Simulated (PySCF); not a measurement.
**Continuum solvent and chemical shifts**

Mapped SMILES: `[CH3:1][C@@:2]12[CH:3]=[CH:4][C@H:5]3[C@@H:6]1[C@@H:7]23` (H(Xn): hydrogen on atom n).

GIAO PBE0/pcSseg-1 in PySCF 2.14 on one PBE0-D3(BJ)/def2-SVP conformer, non-relativistic, equivalent nuclei averaged. Solvents enter as an IEF-PCM continuum (chloroform with ε = 4.7, acetonitrile with ε = 35.7) around the gas-phase geometry. Shifts are referred to TMS computed in the same medium.

Gas phase, δ in ppm: C4 144.1, C3 143.7, C6/C7 55.9, C2 45.6, C5 35.9, C1 14.1, H(C4) 6.22, H(C3) 5.95, H(C6)/H(C7) 3.78, H(C5) 1.47, H(C1) 1.16. Dipole moment 0.99 D.

Problem. How does each δ change in the continuum?

Solution. 
```json
{"atoms": "C4", "environment": "alkene CH", "Δδ, chloroform": "+0.9", "Δδ, acetonitrile": "+1.3"}
{"atoms": "C3", "environment": "alkene CH", "Δδ, chloroform": "+1.5", "Δδ, acetonitrile": "+2.2"}
{"atoms": "C6/C7", "environment": "three-membered-ring carbon", "Δδ, chloroform": "+1.0", "Δδ, acetonitrile": "+1.5"}
{"atoms": "C2", "environment": "three-membered-ring carbon", "Δδ, chloroform": "+1.3", "Δδ, acetonitrile": "+1.8"}
{"atoms": "C5", "environment": "three-membered-ring carbon", "Δδ, chloroform": "+0.7", "Δδ, acetonitrile": "+1.0"}
{"atoms": "C1", "environment": "methyl carbon", "Δδ, chloroform": "+0.1", "Δδ, acetonitrile": "+0.2"}
{"atoms": "H(C4)", "environment": "hydrogen on an alkene CH", "Δδ, chloroform": "+0.12", "Δδ, acetonitrile": "+0.17"}
{"atoms": "H(C3)", "environment": "hydrogen on an alkene CH", "Δδ, chloroform": "+0.14", "Δδ, acetonitrile": "+0.20"}
{"atoms": "H(C6)/H(C7)", "environment": "hydrogen on a three-membered-ring carbon", "Δδ, chloroform": "+0.16", "Δδ, acetonitrile": "+0.24"}
{"atoms": "H(C5)", "environment": "hydrogen on a three-membered-ring carbon", "Δδ, chloroform": "+0.13", "Δδ, acetonitrile": "+0.18"}
{"atoms": "H(C1)", "environment": "hydrogen on a methyl carbon", "Δδ, chloroform": "+0.04", "Δδ, acetonitrile": "+0.05"}
```

Changes are relative to the gas phase. The dipole moment becomes 1.23 D in chloroform, 1.34 D in acetonitrile.

Problem. Which nuclei move most (in ppm), and what does the model miss?

Solution. C3 (alkene CH, +2.2 ppm) in acetonitrile. A continuum only polarises the solute; specific hydrogen bonds, the anisotropy of aromatic solvents and changes of geometry or conformer are outside it.
